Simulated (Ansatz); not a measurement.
Geometry optimisation, RKS B3LYP-D4/def2-SVP (Ansatz).

Input file:

```yaml
crystal:
  periodic: [false, false, false]
  atoms:
    - { symbol: C, position_ang: [-1.4817, -0.2706, -0.0971] }
    - { symbol: C, position_ang: [-0.0183, -0.0799, -0.1736] }
    - { symbol: C, position_ang: [0.8312, -1.2558, 0.211] }
    - { symbol: O, position_ang: [0.4916, 0.5771, -1.2869] }
    - { symbol: Ge, position_ang: [0.6947, 1.6693, 0.1567] }
    - { symbol: H, position_ang: [-1.841, -0.3838, 0.941] }
    - { symbol: H, position_ang: [-1.8201, -1.0891, -0.7237] }
    - { symbol: H, position_ang: [-2.0002, 0.7042, -0.4935] }
    - { symbol: H, position_ang: [0.7052, -1.4782, 1.3389] }
    - { symbol: H, position_ang: [1.9419, -1.0259, 0.0914] }
    - { symbol: H, position_ang: [0.587, -2.1441, -0.3658] }
    - { symbol: H, position_ang: [2.2415, 1.8263, 0.3977] }
    - { symbol: H, position_ang: [-0.3114, 2.9157, 0.0187] }
basis:
  gaussian: { orbitals: def2-SVP }
hamiltonian:
  xc: b3lyp
  dispersion: d4
relax:
  f_tol: 0.015
  max_steps: 40
```

Launched with:

```bash
$ ansatz run input.yaml --threads 2 --pin off --max-ram 3072MiB --backend cpu --events-out ev --progress --plain --runs-dir out
```

Problem. Where does it end, and by what steps?

Solution. The forces met the threshold. After 6 steps the energy has fallen by 0.390 eV; H13 moved furthest, 0.20 Å.

```tsv
step	energy less start (eV)	largest force component (eV/Å)	accepted
0	0.0000	2.460	yes
1	-0.3428	0.865	yes
2	-0.3836	0.153	yes
3	-0.3878	0.050	yes
4	-0.3887	0.070	yes
5	-0.3895	0.024	yes
6	-0.3896	0.008	yes
```

```xyz
13
Properties=species:S:1:pos:R:3
C -1.502 -0.263 -0.072
C -0.002 -0.057 -0.134
C 0.822 -1.261 0.277
O 0.448 0.576 -1.319
Ge 0.728 1.732 0.119
H -1.824 -0.584 0.930
H -1.783 -1.051 -0.795
H -2.049 0.649 -0.349
H 0.558 -1.606 1.288
H 1.900 -1.046 0.243
H 0.626 -2.086 -0.433
H 2.233 1.972 0.307
H -0.135 2.990 -0.049
```

Run time: 26 s on 2 threads of Intel(R) Xeon(R) Platinum 8488C (Sapphire Rapids), on a shared host, peak memory 0.35 GiB.
